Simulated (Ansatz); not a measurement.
H$_{4}$Sn, singlet, geometry from GFN2-xTB (such geometries of metal compounds can be far from the true shape) (core potentials on Sn); Ansatz (a first-principles code) with PBE/def2-SVP.

Input for Ansatz:
Ansatz 0.2 input:
```yaml
crystal:
  periodic: [false, false, false]
  atoms:
    - {symbol: Sn, position_ang: [0.00000000, -0.00000000, -0.00000000]}
    - {symbol: H, position_ang: [-1.09244291, 1.12690418, -0.47060308]}
    - {symbol: H, position_ang: [0.23178506, -1.07625557, -1.21357383]}
    - {symbol: H, position_ang: [-0.56018288, -0.78368680, 1.32545915]}
    - {symbol: H, position_ang: [1.42084073, 0.73303819, 0.35871776]}
basis:
  gaussian:
    orbitals: def2-SVP
hamiltonian:
  xc: pbe
```

Output, abridged:

```
Functional definition: PBE
523 factors; their error is unknown
mean field evaluation 1: about -5894.0599 eV, gradient 1.3e1 eV
mean field evaluation 2: about -5894.5959 eV, gradient 6.7e0 eV
mean field evaluation 4: about -5894.7451 eV, gradient 8.9e-2 eV
mean field evaluation 8: about -5894.7357 eV, gradient 4.4e-4 eV
mean field -5894.73574173 eV, -216.6275429130 hartree, gradient 1.7e-5 eV, S^2 0.000000; 0 other end points of the search recorded, 0 dependent functions left out
reference -5894.73577749 eV, -216.6275442272 hartree; 13, 13 occupied and 33, 33 virtual orbitals, 523 factors
Total energy: -5894.73577749 eV, -216.6275442272 hartree
```
